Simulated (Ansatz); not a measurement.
Consider the ligand exchange at a Ta–O bond: `[NH2][Ta]([NH2])([OH])=[S]` + HCl → `[NH2][Ta]([NH2])(=[S])[Cl]` + H₂O.

Program: Ansatz. Geometries: PBE0-D4/def2-TZVP. ΔE: electronic, gas phase. CCSD(T)/CBS adds triple-zeta CCSD(T) − MP2 to the extrapolated MP2 energy (def2 sets, frozen cores). This one scheme is used for every species. DFT in def2-TZVPP. Elements past krypton have def2 core potentials. For Ta outer-core shells are correlated without core-valence functions, which leaves a few kJ/mol of doubt a bond. One conformer a species, not always the lowest.

`[NH2][Ta]([NH2])([OH])=[S]`:

Cartesian coordinates in Å:
```
N 0.619 -1.584 0.564
Ta -0.312 0.127 0.243
N 0.852 1.411 -0.703
O -1.803 -0.233 -0.884
S -0.831 0.981 2.167
H 0.864 -1.941 1.475
H 0.945 -2.210 -0.159
H 1.220 1.282 -1.634
H 1.190 2.276 -0.308
H -2.744 -0.109 -0.760
```

HCl:

Cartesian coordinates in Å:
```
Cl 0.544 -0.065 -0.330
H -0.544 0.065 0.330
```

`[NH2][Ta]([NH2])(=[S])[Cl]`:

```xyz
9

N    -0.019   -1.487    0.803
Ta   -0.324    0.396    0.347
N     0.521    0.855   -1.362
S    -2.451    0.683    0.127
Cl    0.597    1.719    2.009
H     0.890   -1.925    0.852
H    -0.746   -2.167    0.970
H     1.497    0.703   -1.579
H     0.036    1.225   -2.167
```

H₂O:

Z-matrix (Å, degrees):
```
O
H 1 0.960
H 1 0.960 2 105.1
```

CCSD(T)/CBS gives -0.38 eV.

Problem. Another level gave -0.24 eV. Which?
A. BLYP-D4/def2-TZVPP
B. CAM-B3LYP-D4/def2-TZVPP
C. SCS-MP2/def2-TZVPP
D. B97M-V/def2-TZVPP

Solution. B. CAM-B3LYP-D4 -0.24, B97M-V -0.34, BLYP-D4 -0.29, SCS-MP2/def2-TZVPP -0.39 eV.

Problem. What do rigid-rotor, harmonic-oscillator terms from PBE0-D4/def2-TZVP frequencies (298.15 K, 1 bar) make of the CCSD(T)/CBS value? (Best estimate.)

Solution. Computed: ΔZPE = +0.10 eV, ΔH = -0.28 eV, ΔS = -1 J/(mol·K), ΔG = -0.28 eV.

Largest T1 diagnostic among the species: 0.020.

Leaving LDA and LC-ωPBE aside and taking each functional with its dispersion term where it has one, the values, not all of them listed here, spread over 0.16 eV, from PBE-QIDH to CAM-B3LYP-D4. LDA lies +0.04 eV from PBE without D4. In def2-TZVPP, CCSD(T) changes the Hartree–Fock value by −0.07 eV (the triples alone add −0.04 eV) and MP2 by −0.18 eV.
